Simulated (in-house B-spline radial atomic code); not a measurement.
A fraction x of an electron is removed from 3d in Cr4+, starting from [Ar] 3d2 and keeping the highest spin. Method: non-relativistic LDA PW92, spin-polarised, spherical fractional occupations, point nucleus. Calculated with an all-electron radial atomic-structure program (B-spline basis).

```csv
x,E(x) - E(0) (eV),3d up level (eV)
0,0.0000,-59.580
0.09,5.4427,-61.372
0.16,9.7878,-62.776
0.29,18.1196,-65.411
0.49,31.6121,-69.527
0.5,32.3084,-69.735
0.57,37.2410,-71.196
0.65,43.0037,-72.876
0.87,59.5498,-77.558
0.97,67.4132,-79.715
1,69.8144,-80.366
```

The exact functional would give a straight line between the two integer points. Deviations E(x) - E(0) - x[E(1) - E(0)], in eV: -0.841 at x = 0.09, -1.383 at x = 0.16, -2.127 at x = 0.29, -2.597 at x = 0.49, -2.599 at x = 0.5, -2.553 at x = 0.57, -2.376 at x = 0.65, -1.189 at x = 0.87, -0.307 at x = 0.97.

The curve lies below the straight line by up to 2.599 eV (at x = 0.5): convex, the delocalisation error that favours fractional charges.

Q: How well does Slater's transition state (minus the level at half occupation) give the ionisation energy?

A: It gives 69.735 eV against 69.814 eV from the two total energies; NIST lists 69.46 eV, ground level to ground level.
